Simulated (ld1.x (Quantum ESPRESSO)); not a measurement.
Values are calculated unless marked as measured or tabulated.
## Potentials for Zr (Z = 40) compared

Generated with ld1.x 7.5 (TM, RRKJ, ultrasoft, PAW), atompaw 4.2 or ONCVPSP 4.0.1. The cutoff is in Ry: for ld1.x and atompaw files where the sum of valence levels is converged to 10 mRy in a Bessel basis, for ONCV files where the hardest occupied wave has 1 mHa per electron of residual kinetic energy. The error is the largest all-electron minus pseudo excitation energy over each file’s own four to seven test configurations (ionisations up to +4, promotions, holes and added fractions of an electron), all of which were solved. The labels leave out finer settings (local radius, basis sizes, second energies), which also bear on the numbers. Spin-polarised tests are not counted. The rows are a selection from randomly drawn settings: files with unsolved tests, undetermined cutoffs or missed reference levels are left out.

A true bound ghost makes a file unfit for plane-wave use even where its test errors are small: the radial tests pick states by their node count and pass the ghost by.

| potential | cutoff (Ry) | largest error (meV) | bound ghosts |
| --- | --- | --- | --- |
| TM, LDA (PZ), fully relativistic, rc 3.35/3.60/2.60 (spd), local smoothed, core correction yes, reference 4d2 5s2 5p0 | 21 | -292 | none |
| RRKJ, LDA (PZ), scalar-relativistic, rc 3.15/1.55/1.65 (spd), local p, core correction yes, reference 4p6 4d2 5s2 5p0 | 45 | -261 | s |
| TM, LDA (PZ), scalar-relativistic, rc 2.25/3.30/1.80 (spd), local smoothed, core correction yes, reference 4d2 5s1 5p1 | 30 | -108 | none |

(1) Fill in the row for Zr: ultrasoft, Wu–Cohen, scalar-relativistic, rc 3.20/2.10/2.25 (spd), local smoothed, core correction yes, reference 4p6 4d2 5s2 5p0.

(2) Fill in the row for Zr: TM, PBEsol, scalar-relativistic, rc 2.55/3.70/2.20 (spd), local s, core correction yes, reference 4d2 5s2 5p0.

Answers

(1) cutoff 18 Ry, largest error -143 meV, bound ghosts: none.

(2) cutoff 30 Ry, largest error -337 meV, bound ghosts: none.
